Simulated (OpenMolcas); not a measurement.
## C2+: input and output

Input:

```
&GATEWAY
Coord
1

C 0.0 0.0 0.0
Basis=ANO-RCC-VTZP
Group=XYZ
NoMove
AngMom=0.0 0.0 0.0
AMFI
&SEWARD
* reference wave functions (RASSCF and RASSI steps not shown): 2 electrons in 9 orbitals (RAS2 2s 2p; RAS3 3d, at most 2 electrons)
>>> COPY JOB001 $Project.JobIph
&CASPT2
XMultistate=3 1 2 3
Frozen=0 0
IPEA=0.25
Imaginary=0.1
MaxIter=60
WThr=0.0 0.3 0.05
PrWF=0.5
NoMix
>>> COPY JOB002 $Project.JobIph
&CASPT2
XMultistate=7 1 2 3 4 5 6 7
Frozen=0 0
IPEA=0.25
Imaginary=0.1
MaxIter=60
WThr=0.0 0.3 0.05
PrWF=0.5
NoMix
>>> COPY JOB003 $Project.JobIph
&CASPT2
XMultistate=3 1 2 3
Frozen=0 0
IPEA=0.25
Imaginary=0.1
MaxIter=60
WThr=0.0 0.3 0.05
PrWF=0.5
NoMix
...
```

Output, cut to the results:

```
--- CASPT2 ---
Orbital specifications:
      -----------------------

      Symmetry species                           1   2
                                                ag  au
      Frozen orbitals                            0   0
      Inactive orbitals                          1   0
      Active orbitals                            6   3
      Secondary orbitals                         7  13
      Deleted orbitals                           0   0
      Number of basis functions                 14  16
Type of calculation                        XMS-CASPT2
      Fock operator                              state-average
      IPEA shift                                 0.25
      Real shift                                 0.00
      Imaginary shift                            0.10
      The input orbitals will be transformed to quasi-canonical
      The input states will be rotated to diagonalize the Fock operator
Reference energy:         -35.8624510544
      E2 (Non-variational):      -0.0114456772
      Shift correction:          -0.0000045687
      E2 (Variational):          -0.0114502458
      Total energy:             -35.8739013002
      Residual norm:              0.0000005509
      Reference weight:           0.99850
      Contributions to the CASPT2 correlation energy
      Active & Virtual Only:         -0.0031412502
      One Inactive Excited:          -0.0048034946
      Two Inactive Excited:          -0.0035009324
Reference energy:         -35.8624510544
      E2 (Non-variational):      -0.0114464500
      Shift correction:          -0.0000045696
      E2 (Variational):          -0.0114510196
      Total energy:             -35.8739020740
      Residual norm:              0.0000005515
      Reference weight:           0.99850
      Contributions to the CASPT2 correlation energy
      Active & Virtual Only:         -0.0031412634
      One Inactive Excited:          -0.0048046993
      Two Inactive Excited:          -0.0035004872
::    XMS-CASPT2 Root  1     Total energy:    -35.87390209
::    XMS-CASPT2 Root  2     Total energy:    -35.87390134
::    XMS-CASPT2 Root  3     Total energy:    -35.87390100
--- CASPT2 ---
Orbital specifications:
      -----------------------

      Symmetry species                           1   2
                                                ag  au
      Frozen orbitals                            0   0
      Inactive orbitals                          1   0
      Active orbitals                            6   3
      Secondary orbitals                         7  13
      Deleted orbitals                           0   0
      Number of basis functions                 14  16
Type of calculation                        XMS-CASPT2
      Fock operator                              state-average
      IPEA shift                                 0.25
      Real shift                                 0.00
      Imaginary shift                            0.10
      The input orbitals will be transformed to quasi-canonical
      The input states will be rotated to diagonalize the Fock operator
Reference energy:         -36.4928018113
      E2 (Non-variational):      -0.0133559141
      Shift correction:          -0.0000214331
      E2 (Variational):          -0.0133773472
      Total energy:             -36.5061791585
      Residual norm:              0.0000005262
      Reference weight:           0.99625
      Contributions to the CASPT2 correlation energy
      Active & Virtual Only:         -0.0074286280
      One Inactive Excited:          -0.0029930391
      Two Inactive Excited:          -0.0029342470
Reference energy:         -35.8188525862
      E2 (Non-variational):      -0.0154485289
      Shift correction:          -0.0000161479
      E2 (Variational):          -0.0154646768
      Total energy:             -35.8343172630
      Residual norm:              0.0000003955
      Reference weight:           0.99647
      Contributions to the CASPT2 correlation energy
      Active & Virtual Only:         -0.0081439161
      One Inactive Excited:          -0.0038129625
      Two Inactive Excited:          -0.0034916503
::    XMS-CASPT2 Root  1     Total energy:    -36.50175648
::    XMS-CASPT2 Root  2     Total energy:    -35.83434787
::    XMS-CASPT2 Root  3     Total energy:    -35.83432341
::    XMS-CASPT2 Root  4     Total energy:    -35.83432174
::    XMS-CASPT2 Root  5     Total energy:    -35.83429575
::    XMS-CASPT2 Root  6     Total energy:    -35.83428889
::    XMS-CASPT2 Root  7     Total energy:    -35.66112655
--- CASPT2 ---
Orbital specifications:
      -----------------------

      Symmetry species                           1   2
                                                ag  au
      Frozen orbitals                            0   0
      Inactive orbitals                          1   0
      Active orbitals                            6   3
      Secondary orbitals                         7  13
      Deleted orbitals                           0   0
      Number of basis functions                 14  16
Type of calculation                        XMS-CASPT2
      Fock operator                              state-average
      IPEA shift                                 0.25
      Real shift                                 0.00
      Imaginary shift                            0.10
      The input orbitals will be transformed to quasi-canonical
      The input states will be rotated to diagonalize the Fock operator
Reference energy:         -36.2553865526
      E2 (Non-variational):      -0.0073322391
      Shift correction:          -0.0000015956
      E2 (Variational):          -0.0073338347
      Total energy:             -36.2627203874
      Residual norm:              0.0000008128
      Reference weight:           0.99926
      Contributions to the CASPT2 correlation energy
      Active & Virtual Only:         -0.0016330982
      One Inactive Excited:          -0.0026266922
      Two Inactive Excited:          -0.0030724487
...
```

In XMS-CASPT2 the single-state energies belong to rotated reference states; over a whole degenerate manifold the rotation is arbitrary, and only the multistate roots count.

Levels above the lowest, from the spin-orbit matrix with the multistate effective Hamiltonian, averaged by term, added to it:

```tsv
Configuration	Term	J	E (cm-1)	Measured (cm-1)	g	Term weight %
2s2	1S	0	0.0	0.0		100
2s 2p	3P*	0	52410	52367		100
2s 2p	3P*	1	52440	52391	1.501	100
2s 2p	3P*	2	52490	52447	1.501	100
2s 2p	1P*	1	103410	102352	1.000	100
2p2	3P	0	137750	137426		100
2p2	3P	1	137770	137454	1.501	100
2p2	3P	2	137820	137502	1.501	100
2p2	1D	2	146490	145876	1.000	100
2p2	1S	0	184500	182520		100
```

Against the 9 measured excited levels shown (Moore, Selected Tables of Atomic Spectra, NSRDS-NBS 3, section 3) the mean absolute deviation is 530 cm-1; the largest miss in energy is 2p2 1S0: computed 184500, measured 182520 cm-1 (+1.1 %).

Term energies are means over components that CASPT2 splits; among the terms shown or strongly mixed into the levels shown the widest spread is 13 cm-1 (2p2 1D). Active for correlation alone: 3d; no level in the range computed is led by a configuration that fills it, so any true level of that kind is missing. Computed and measured levels are paired by configuration, term and J; levels that our copy of the source lacks, or whose pairing is in doubt (as where it misses far off the trend of its configuration), stay unpaired and out of the deviations. Levels of configurations outside the active space are missing. The first state left out of the spin-orbit step lies near 440000 cm-1 above the lowest spin-free state of the reference (among the parities and spins computed), and the list stops at four fifths of that energy or lower.

The term weight is that of the spin-free term in the level, not the purity of its configuration. * marks odd parity.
